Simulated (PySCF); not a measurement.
CH3Cl2Si, SMILES C[Si](Cl)Cl (connectivity only; charge and spin as stated), charge +1, multiplicity 1. Heavy atoms are numbered as in [CH3:1][Si:2]([Cl:3])[Cl:4]. Hydrogens are named by the atom that carries them.

Geometry optimised at r2SCAN-D4/def2-SVP. The spin state was assumed, not searched. The isomer is the one that the SMILES or the coordinates give; other isomers of the formula were not compared.

All values below come from HF/pcSseg-1 (PySCF).

GIAO shieldings, no solvent; atoms alike by connectivity are averaged. δ = σ(ref) − σ: ¹³C against TMS (σ = 192.6 ppm); ²⁹Si against TMS (σ = 393.8 ppm); ³⁵Cl against HCl (σ = 958.2 ppm); ¹H against TMS (σ = 31.99 ppm), references at their B3LYP-D3(BJ)/def2-TZVP geometries, non-relativistic (without spin–orbit terms, shifts of atoms bonded to Cl or Br come out too high).

```
nucleus     atoms  count  δ (ppm)
-------  --------  -----  -------
¹³C      C1 (CH3)      1     10.3
²⁹Si          Si2      1    195.0
³⁵Cl          Cl3      2    221.7
¹H        H on C1      3     2.80
```
